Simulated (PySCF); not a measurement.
Te (SMILES [Te-]), charge -1, doublet (core potentials on Te) (in this run its highest filled SCF level lies above zero, so its values depend strongly on the basis, on diffuse functions most of all); B3LYP/def2-SVP run with PySCF.

The PySCF input:
```python
from pyscf import gto, scf, dft

mol = gto.M(
    atom='''
Te    0.00000000    0.00000000    0.00000000
''',
    basis='def2-svp',
    ecp={'Te': 'def2-svp'},
    charge=-1,
    spin=1,
    verbose=4,
)

mf = dft.UKS(mol)
mf.xc = 'b3lyp'
mf.kernel()
mf.analyze()
```

Q: Write the output that PySCF gives for this input, abridged.

A: 
```
PySCF version 2.14.0

[INPUT] verbose = 4
[INPUT] num. atoms = 1
[INPUT] num. electrons = 25
[INPUT] charge = -1
[INPUT] spin (= nelec alpha-beta = 2S) = 1
[INPUT] symmetry False subgroup None
[INPUT] Mole.unit = angstrom
[INPUT] Symbol           X                Y                Z      unit          X                Y                Z       unit  Magmom
[INPUT]  1 Te     0.000000000000   0.000000000000   0.000000000000 AA    0.000000000000   0.000000000000   0.000000000000 Bohr   0.0

nuclear repulsion = 0
number of shells = 10
number of NR pGTOs = 61
number of NR cGTOs = 26
basis = def2-svp
ecp = {'Te': 'def2-svp'}

******** <class 'pyscf.dft.uks.UKS'> ********
method = UKS
initial guess = minao
damping factor = 0
level_shift factor = 0
DIIS = <class 'pyscf.scf.diis.CDIIS'>
diis_start_cycle = 1
diis_space = 8
diis_damp = 0
SCF conv_tol = 1e-09
SCF conv_tol_grad = None
SCF max_cycles = 50
direct_scf = True
direct_scf_tol = 1e-13
number electrons alpha = 13  beta = 12
XC library pyscf.dft.libxc version 7.1.2
    S. Lehtola, C. Steigemann, M. J. T. Oliveira, and M. A. L. Marques,  SoftwareX 7, 1–5 (2018)
XC functionals = b3lyp
    P. J. Stephens, F. J. Devlin, C. F. Chabalowski, and M. J. Frisch,  J. Phys. Chem. 98, 11623 (1994)
radial grids:
    Treutler-Ahlrichs [JCP 102, 346 (1995); DOI:10.1063/1.469408] (M4) radial grids

becke partition: Becke, JCP 88, 2547 (1988); DOI:10.1063/1.454033
pruning grids: <function nwchem_prune>
grids dens level: 3
symmetrized grids: False
atomic radii adjust function: <function treutler_atomic_radii_adjust>
small_rho_cutoff = 0
Set gradient conv threshold to 3.16228e-05
tot grids = 21960
init E= -240.475539405513

cycle= 1 E= -266.972657127767  delta_E= -26.5  |g|= 1.69  |ddm|= 5.36
cycle= 2 E= -267.452557222995  delta_E= -0.48  |g|=  1.3  |ddm|= 4.92
cycle= 3 E= -268.12278845142  delta_E= -0.67  |g|= 0.0703  |ddm|= 2.09
cycle= 4 E= -268.125354243606  delta_E= -0.00257  |g|= 0.0051  |ddm|= 0.153
cycle= 5 E= -268.125376173126  delta_E= -2.19e-05  |g|= 0.000754  |ddm|= 0.0158
cycle= 6 E= -268.125376531629  delta_E= -3.59e-07  |g|= 3.86e-05  |ddm|= 0.00169
cycle= 7 E= -268.12537653456  delta_E= -2.93e-09  |g|= 2.93e-06  |ddm|= 0.000229
cycle= 8 E= -268.125376534571  delta_E= -1.15e-11  |g|= 2.17e-07  |ddm|= 1.17e-05
Extra cycle  E= -268.125376534572  delta_E= -2.27e-13  |g|= 1.87e-07  |ddm|= 2.08e-06
converged SCF energy = -268.125376534572  <S^2> = 0.75131902  2S+1 = 2.0013186
**** SCF Summaries ****
Total Energy =                        -268.125376534571501
Nuclear Repulsion Energy =               0.000000000000000
One-electron Energy =                 -474.124980131997404
Two-electron Energy =                  205.999603597425903
Two-electron Coulomb Energy =          227.073200176254062
DFT Exchange-Correlation Energy =      -21.073596578828155
**** MO energy ****
                             alpha | beta                alpha | beta
MO #1   energy= -5.97812211916615  | -5.9752353879455   occ= 1 | 1
MO #2   energy= -4.12020069820057  | -4.11373430360387  occ= 1 | 1
MO #3   energy= -4.10231716275154  | -4.10128526797722  occ= 1 | 1
MO #4   energy= -4.10231716153188  | -4.10128526725627  occ= 1 | 1
MO #5   energy= -1.31396020590131  | -1.30756216857325  occ= 1 | 1
MO #6   energy= -1.30890167698099  | -1.30404680328474  occ= 1 | 1
MO #7   energy= -1.30890167603657  | -1.30404680269849  occ= 1 | 1
MO #8   energy= -1.29391354054482  | -1.29312429298858  occ= 1 | 1
MO #9   energy= -1.2939135405444   | -1.29312429298717  occ= 1 | 1
MO #10  energy= -0.325457243039764 | -0.296060443976708 occ= 1 | 1
MO #11  energy= -0.00571763436140937 | 0.0399256519317062 occ= 1 | 1
MO #12  energy= 0.030385194738445  | 0.0399256621951399 occ= 1 | 1
MO #13  energy= 0.0303851953375926 | 0.0923052774992295 occ= 1 | 0
MO #14  energy= 0.44026041665524   | 0.451080657661449  occ= 0 | 0
MO #15  energy= 0.553600137490943  | 0.580344022242161  occ= 0 | 0
MO #16  energy= 0.579431042612703  | 0.584046877843448  occ= 0 | 0
MO #17  energy= 0.579431043089106  | 0.584046909766028  occ= 0 | 0
MO #18  energy= 0.594533406897901  | 0.633758394633752  occ= 0 | 0
MO #19  energy= 0.602490219039668  | 0.633758406588546  occ= 0 | 0
MO #20  energy= 0.602490219431647  | 0.634395801753513  occ= 0 | 0
MO #21  energy= 0.629469304201759  | 0.634395802377878  occ= 0 | 0

spin_pop of  0 Te 4s       -0.00002
spin_pop of  0 Te 5s       -0.00081
spin_pop of  0 Te 6s       -0.00027
spin_pop of  0 Te 7s        0.00019
spin_pop of  0 Te 4px       0.00066
spin_pop of  0 Te 4py       0.00307
spin_pop of  0 Te 4pz       0.00255
spin_pop of  0 Te 5px       0.02583
spin_pop of  0 Te 5py       0.00045
spin_pop of  0 Te 5pz       0.00037
spin_pop of  0 Te 6px       0.01077
spin_pop of  0 Te 6py       0.24373
spin_pop of  0 Te 6pz       0.20024
spin_pop of  0 Te 7px       0.51238
spin_pop of  0 Te 7py       0.00005
spin_pop of  0 Te 7pz      -0.00010
spin_pop of  0 Te 4dxy     -0.00169
spin_pop of  0 Te 4dyz     -0.00195
spin_pop of  0 Te 4dz^2    -0.00176
spin_pop of  0 Te 4dxz     -0.00118
spin_pop of  0 Te 4dx2-y2    0.00006
spin_pop of  0 Te 5dxy      0.00199
spin_pop of  0 Te 5dyz      0.00204
spin_pop of  0 Te 5dz^2     0.00213
spin_pop of  0 Te 5dxz      0.00118
spin_pop of  0 Te 5dx2-y2    0.00007
In total            13.00000 | 12.00000

WARN: System has nonzero charge -1; the dipole moment is origin-dependent.
Location of origin: [0. 0. 0.]

Dipole moment(X, Y, Z, Debye): -0.00000,  0.00000,  0.00000
```
